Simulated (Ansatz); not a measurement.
Program: Ansatz. Geometries: PBE0-D4/def2-TZVP. ΔE: electronic, gas phase. CCSD(T)/CBS is the MP2 limit (def2-TZVPP, def2-QZVPP) plus CCSD(T) − MP2 in def2-TZVPP, frozen cores. Functionals use def2-TZVPP. Elements past krypton have def2 core potentials. For Sn outer-core shells are correlated without core-valence functions, which leaves a few kJ/mol of doubt a bond. One conformer a species, not always the lowest.

Consider the redistribution: `CC[Si]CC` + `F[CH2][SnH3]` → `CC[Si]F` + `CC[CH2][SnH3]`.

CCSD(T)/CBS gives -61.2 kcal/mol.

**Question.** Another level gave -61.7 kcal/mol. Which?
A. CCSD(T)/def2-TZVPP
B. HF/def2-TZVPP
C. PBE0/def2-TZVPP
D. PBE-D4/def2-TZVPP

**Answer.** B. HF/def2-TZVPP -61.7, PBE0 -58.3, PBE-D4 -56.4, CCSD(T)/def2-TZVPP -60.4 kcal/mol.

Largest T1 diagnostic among the species: 0.013.

From PBE to PBE0 (25 % exact exchange), in def2-TZVPP and without D4, ΔE moves by −1.3 kcal/mol. The D4 term adds +1.0 kcal/mol with B3LYP and +0.6 kcal/mol with PBE0; it sums over pairs of atoms, weighted by their polarisabilities, and B3LYP, whose exchange is more repulsive, gets the larger term.

B3LYP here is the variant with VWN-RPA as its local correlation; programs differ in this.
